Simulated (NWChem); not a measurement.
# Si2NH5F2; SMILES F[SiH2]N[SiH2]F

```xyz
10

Si    -0.3289     1.3839    -0.0875
F      0.8394     2.3826    -0.6181
N      0.3393    -0.0679     0.5677
Si     0.4816    -1.6150    -0.1872
F     -0.7050    -2.6168     0.2945
H     -1.0597     2.1307     0.9683
H     -1.1697     1.0216    -1.2553
H      0.6940    -0.0037     1.5197
H      1.7556    -2.2638     0.2159
H      0.3406    -1.4299    -1.6529
```
Atoms are numbered in this order, from 1.

Program: NWChem. Pople sets run with spherical d functions. The geometry was optimised at PBE0/def2-SVP. GIAO values for the isolated, static molecule; σ is the absolute isotropic shielding, δ = σ(reference) − σ with the isolated reference molecule computed at the same levels (19F: trichlorofluoromethane, 1H: tetramethylsilane, 15N: ammonia, 29Si: tetramethylsilane).

For level B3LYP/6-31G*:

| Item | Value |
|---|---|
| δ Si1 (ppm) | -5.0 |
| δ F2 (ppm) | -138.6 |
| δ N3 (ppm) | 58.0 |
| δ H6 (ppm) | 5.16 |
| δ H7 (ppm) | 5.13 |
| δ H8 (ppm) | 1.93 |

**Question.** What are these values for level Hartree-Fock/6-31G*?

**Answer.** 
| Quantity | Result |
|---|---|
| δ Si1 (ppm) | -19.5 |
| δ F2 (ppm) | -102.6 |
| δ N3 (ppm) | 37.9 |
| δ H6 (ppm) | 4.94 |
| δ H7 (ppm) | 4.95 |
| δ H8 (ppm) | 1.63 |
